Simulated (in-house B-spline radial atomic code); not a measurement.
Values are calculated unless marked as measured or tabulated.
## Making a Troullier-Martins p channel for S, r_c = 2.24 bohr

S, [Ne] 3s2 3p4, non-relativistic LDA (VWN5), spherical and spin-unpolarised, from an all-electron radial atomic-structure program (B-spline basis) (atomic units). The all-electron 3p level is ε = -0.261676 hartree, its outermost node lies just inside 0.59 bohr and its outer maximum at 1.60 bohr.

Inside r_c the pseudo-orbital is u(r) = r^2 exp(p(r)), with p = c0 + c2 r² + c4 r⁴ + … + c12 r¹². The seven coefficients follow from p and its first four derivatives at r_c, from zero curvature of the screened potential at the origin, c4 = −c2²/(2l + 5), and from the norm inside r_c. At r_c the all-electron orbital has P = 0.6233203, P' = -0.2512001, the screened potential V = -0.5508246, V' = 0.5781947, V'' = -0.8673493, and the norm inside is Q = 0.6421005.

(1) What are p, p' and p'' at r_c?

For a trial c2 the five matching conditions are linear in c0, c6, c8, c10 and c12, and c2 is varied until the norm inside r_c equals Q. The root nearest zero gives:

```csv
n,c_n
0,-0.2028919
2,-0.406884
4,-0.02365066
6,0.01115193
8,-0.001300154
10,5.231732e-05
12,2.009658e-07
```

(2) Check c4 and p(r_c), and find the screened pseudopotential at the origin.

Orbitals and screened potentials:

```csv
r (bohr),P,u,V all-electron,V pseudo
0.224,-0.326,0.04013,-40.54,-2.295
0.56,-0.03006,0.2249,-9.24,-2.262
0.896,0.4152,0.4681,-3.911,-2.105
1.232,0.6577,0.6537,-2.1,-1.755
1.568,0.7268,0.7235,-1.256,-1.272
1.904,0.6973,0.6971,-0.8063,-0.8254
2.24,0.6233,0.6233,-0.5508,-0.5508
```

Logarithmic derivatives P'/P at R = 2.54 bohr, for energies E around ε:

| E − ε (hartree) | all-electron | pseudo |
| --- | --- | --- |
| -0.5 | 0.768016 | 0.766229 |
| -0.25 | 0.333396 | 0.332328 |
| -0.1 | -0.0751771 | -0.0755108 |
| 0 | -0.486086 | -0.486086 |
| 0.1 | -1.14018 | -1.14133 |
| 0.25 | -3.71838 | -3.75478 |
| 0.5 | 6.83194 | 6.55309 |

(3) With P(R) = 0.5450137 and a norm of 0.7447466 inside R, what slope in energy does norm conservation fix?

## Answers

(1) p = ln(P/r_c^2) = ln(0.6233203/5.0176) = -2.08565. p' = P'/P − 2/r_c = -0.40300 − 0.89286 = -1.29586. The radial equation gives p'' = 2(V − ε) − 2(2) p'/r_c − p'² = -0.57830 − (-2.31404) − 1.67925 = 0.05649. Differentiating, p''' = 2V' + 2(2)p'/r_c² − 2(2)p''/r_c − 2p'p'' = 0.16886, and p'''' = 2V'' − 4(2)p'/r_c³ + 4(2)p''/r_c² − 2(2)p'''/r_c − 2p''² − 2p'p''' = -0.59255.

(2) −c2²/7 = -0.0236507, as listed. The terms c_n r_c^n are -0.20289, -2.04158, -0.59544, 1.40876, -0.82410, 0.16639, 0.00321, which sum to -2.08565. Inverting the radial equation, V_l(r) = ε + 2 p'/r + (p'' + p'²)/2, so V_l(0) = ε + (2l + 3) c2 = -0.261676 + 5 × (-0.406884) = -2.2961 hartree, finite where the all-electron potential diverges.

(3) d(P'/P)/dE = −2 × (norm inside R)/P(R)² = -5.0145 per hartree·bohr at E = ε, for both atoms, since orbital and norm agree at R. Differences over ±0.1 hartree give -5.3250 (all-electron) and -5.3291 (pseudo), which also hold third-order terms. Half a hartree below ε the two curves differ by -0.0018.
